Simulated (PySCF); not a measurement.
# What a mistake does to a calculation on BCGeH6Si cation

All numbers below are calculated, not measured. They come from PySCF 2.14.0, an open-source quantum chemistry program, on an isolated molecule that a program drew, which may never have been made. The molecule is BCGeH6Si cation (charge +1, singlet), drawn as the SMILES string `[SiH2]=C[B+][GeH3]`.

Each row is a Hartree-Fock (HF) and frozen-core CCSD(T) single point in the cc-pV(D+d)Z basis, meant for a local HF minimum. Run 1 is clean. Each other run has one planted mistake out of seven kinds, and not every kind appears here: one electron removed, one electron added, multiplicity raised by two, geometry at a saddle point, minimal basis STO-3G, one bond length entered in bohr, all coordinates scaled. The reference is restricted for singlets and unrestricted otherwise, and also for a bond in bohr. Adding or removing an electron swaps singlet and doublet. Electrons count all cores. HOMO and LUMO are orbital energies over both spins, the gradient is its largest component, and the lowest frequency (negative if imaginary) is given only where the gradient is small. Bond lengths are over the 9 bonds as drawn. T1 is the CCSD diagnostic: over 0.02 (restricted) or 0.045 (unrestricted) a single reference is doubtful. Germanium has the cc-pVDZ-PP basis, with a core potential (ECP10MDF) in place of its 10 inner electrons, and its 3s, 3p and 3d shells are frozen in CCSD(T).

Geometry of the clean run:
```xyz
10
BCGeH6Si cation, angstrom
Si   -0.7660    2.0453    1.3493
C    -1.0096    1.8928   -0.3654
B    -0.2918    0.9360   -1.1445
Ge    0.7903   -0.4896   -2.2496
H     0.1916    1.1882    2.0484
H    -1.4989    3.0233    2.1495
H    -1.7302    2.5461   -0.8569
H     1.5868    0.2968   -3.2754
H    -0.2460   -1.4146   -2.8623
H     1.6688   -1.1814   -1.2180
```

```
run  electrons  basis functions  <S^2>  HOMO (eV)  LUMO (eV)  gradient (hartree/bohr)  lowest frequency (cm^-1)  mean bond (Å)  longest bond (Å)      T1  HF (hartree)  CCSD(T) (hartree)                          mistake
  1         62              104  0.000     -15.13      -4.36                  3.4e-06                        27         1.5379             2.103  0.0152    -648.05398         -648.50350                         no fault
  2         62              104  0.868     -11.72      -4.65                  5.1e-03                         -         1.7458             3.975  0.0812    -647.93975         -648.37950  one bond length entered in bohr
  3         62              104  0.000     -15.66      -4.31                  2.5e-02                         -         1.4733             2.015  0.0143    -648.03550         -648.47961                                ?
  4         62              104  2.021     -11.73      -6.32                  1.0e-01                         -         1.5379             2.103  0.0163    -647.95650         -648.37780                                ?
```

**Which mistake was planted in run 3, and what did it cost?**

The mean and the longest bond both change by the same factor, 0.958, and the gradient is no longer small. So the mistake is: all coordinates scaled. Subtracting run 1 and multiplying by 627.51 kcal/mol a hartree, the energy moved by 11.6 kcal/mol in HF and 15.0 kcal/mol in CCSD(T).

**Which mistake was planted in run 4, and what did it cost?**

Electrons, basis and geometry are unchanged, and <S^2> is 2.021, beside S(S+1) = 2.00 for a multiplicity of 3. So the mistake is: multiplicity raised by two. Subtracting run 1 and multiplying by 627.51 kcal/mol a hartree, the energy moved by 61.2 kcal/mol in HF and 78.9 kcal/mol in CCSD(T).

Cautions from the logs. Run 2: T1 is over the limit, so its CCSD(T) energy is less reliable.
